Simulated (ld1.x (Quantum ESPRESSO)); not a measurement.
**Reading a pseudo-wave (Zn)**

Columns: radius, all-electron u(r) and pseudo u(r) of the 4p shell (level -1.06 eV) of zinc in the configuration [Ne] 3s2 3p6 3d10 4s2 4p0; Wu–Cohen, scalar-relativistic, PAW scheme, ld1.x (Quantum ESPRESSO) 7.5.

```
r (bohr)  all-electron   pseudo
   0.090        0.0882  -0.0326
   0.180        0.0646  -0.1225
   0.270       -0.0281  -0.2482
   0.360       -0.1093  -0.3800
   0.450       -0.1531  -0.4871
   0.540       -0.1605  -0.5457
   0.630       -0.1414  -0.5435
   0.720       -0.1055  -0.4822
   0.810       -0.0606  -0.3754
   0.900       -0.0117  -0.2444
   0.990        0.0378  -0.1115
   1.080        0.0860   0.0057
   1.170        0.1317   0.0979
   1.260        0.1744   0.1647
   1.350        0.2138   0.2125
   1.440        0.2498   0.2497
   1.530        0.2824   0.2824
   1.620        0.3119   0.3119
   1.710        0.3385   0.3385
   1.800        0.3622   0.3622
   1.890        0.3833   0.3833
   1.980        0.4019   0.4019
   2.070        0.4183   0.4183
   2.160        0.4326   0.4326
   2.250        0.4449   0.4449
   2.340        0.4554   0.4554
```

(1) How many radial nodes do the two functions have?

(2) At about which radius was the pseudo-wave matched?

(3) Is the pseudo-wave norm-conserving?

Answers

(1) The all-electron 4p function has n − l − 1 = 2; the pseudo-wave has 1, since 1 lower shell of the same l stays in the valence.

(2) 1.50 bohr, where the columns begin to agree (steps of 0.09 bohr).

(3) No, it belongs to a PAW set: the norm inside the radius is not constrained, and the difference is carried by the augmentation charge.
